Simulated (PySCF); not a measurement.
Compound: C4H5FOSi.
Numbering: `[CH:1]#[C:2][C:3](=[CH2:4])[O:5][SiH2:6][F:7]` (hydrogens: H8 on C1; H9, H10 on C4; H11, H12 on Si6)

Computed by this run: PySCF 2.14.0, PBE0-D3(BJ)/def2-SVP geometry optimisation, gas phase; density fitting, grid level 1; the optimiser is geomeTRIC in internal coordinates, started from a GFN2-xTB structure with every atom displaced at random (about 0.01 Å).

Step 0: E = -16848.0281 eV
```
atom  x, y, z in Å  |  force x, y, z in eV/Å
C1      1.9442    1.5366    0.7090    0.338   0.410   0.116
C2      1.1685    0.7132    0.2980   -0.658  -0.327  -0.139
C3      0.2208   -0.2537   -0.1721    1.322   0.066   0.039
C4      0.6705   -1.3770   -0.7552   -3.048   0.093   0.175
O5     -1.0507    0.0860    0.0427    1.406   0.540   0.178
Si6    -2.4723   -0.6020   -0.2571   -0.994  -0.507   0.154
F7     -3.4523    0.4937    0.3333   -1.031   0.722   0.399
H8      2.6165    2.2908    1.0463    0.276   0.224   0.149
H9      1.6802   -1.5791   -0.8715    2.138  -0.349  -0.246
H10    -0.0774   -2.1080   -1.0886    0.267  -0.093  -0.091
H11    -2.7456   -0.7160   -1.6697   -0.044  -0.236  -0.849
H12    -2.6608   -1.8200    0.5248    0.029  -0.542   0.115
```

Step 1: E = -16848.2367 eV
```
atom  x, y, z in Å  |  force x, y, z in eV/Å
C1      1.9875    1.5579    0.7019   -0.089  -0.030  -0.015
C2      1.1969    0.7278    0.3077    0.152   0.063  -0.003
C3      0.2567   -0.2426   -0.1642   -0.550   0.138   0.137
C4      0.6196   -1.3908   -0.7488    0.901  -0.209  -0.110
O5     -1.0295    0.1296    0.0532   -0.099   0.076   0.033
Si6    -2.5118   -0.5711   -0.2349    0.215   0.028  -0.047
F7     -3.6018    0.4729    0.3411    0.152  -0.134  -0.054
H8      2.6712    2.3069    1.0554    0.041  -0.001   0.004
H9      1.6971   -1.6041   -0.8677   -0.526   0.042   0.004
H10    -0.0966   -2.1275   -1.1082   -0.127  -0.047  -0.023
H11    -2.7244   -0.7387   -1.6961   -0.032   0.047   0.030
H12    -2.6232   -1.8555    0.5006   -0.037   0.027   0.044
```

Step 2: E = -16848.2499 eV
```
atom  x, y, z in Å  |  force x, y, z in eV/Å
C1      2.0021    1.5591    0.6941   -0.007   0.028   0.015
C2      1.1963    0.7381    0.3137   -0.048   0.049   0.019
C3      0.2389   -0.2265   -0.1417    0.072  -0.014  -0.048
C4      0.6192   -1.3742   -0.7293   -0.085  -0.140  -0.064
O5     -1.0450    0.1445    0.0717    0.133   0.054   0.052
Si6    -2.5015   -0.5843   -0.2472   -0.010  -0.054  -0.033
F7     -3.6099    0.4319    0.3323    0.021  -0.022  -0.001
H8      2.7067    2.2957    1.0346    0.015  -0.016  -0.007
H9      1.6726   -1.6192   -0.8801   -0.072   0.134   0.074
H10    -0.1180   -2.1009   -1.0776   -0.039  -0.027  -0.016
H11    -2.7074   -0.7261   -1.7106    0.012   0.008   0.004
H12    -2.6122   -1.8733    0.4801    0.009   0.001   0.005
```

**Question.** Estimate the geometry and energy of step 3. (The exact step hangs on the optimiser's Hessian estimate; all steps are aligned on step 2, rigid shifts and turns removed.)

**Answer.** E = -16848.2551 eV, largest force 0.196 eV/Å
```
atom  x, y, z in Å  |  force x, y, z in eV/Å
C1      2.0086    1.5641    0.6885    0.013   0.022   0.013
C2      1.1959    0.7474    0.3140   -0.021  -0.069  -0.040
C3      0.2338   -0.2177   -0.1348    0.036  -0.137  -0.092
C4      0.5881   -1.3769   -0.7204   -0.150   0.099   0.049
O5     -1.0435    0.1593    0.0850    0.012   0.166   0.103
Si6    -2.4820   -0.5906   -0.2557   -0.099  -0.075  -0.022
F7     -3.6079    0.3976    0.3329   -0.054   0.029   0.025
H8      2.7263    2.2915    1.0221   -0.004  -0.009  -0.005
H9      1.6375   -1.6091   -0.8655    0.167  -0.058  -0.031
H10    -0.1577   -2.1030   -1.0605    0.056   0.057   0.024
H11    -2.6779   -0.7086   -1.7217    0.021  -0.013  -0.010
H12    -2.5794   -1.8892    0.4561    0.022  -0.014  -0.013
```

The energy changes by -0.0052 eV. The first-order estimate −F·Δx gives -0.0124 eV and the mean of the old and new forces, exact on a quadratic surface, -0.0046 eV. The step makes an angle of 68° with the force vector and moves no atom by more than 0.044 Å.

The cost below is that of the whole optimisation. The run took 73 s wall on one thread of an Arm Neoverse V1, no GPU, shared host, and the process peaked at 0.53 GiB of memory.
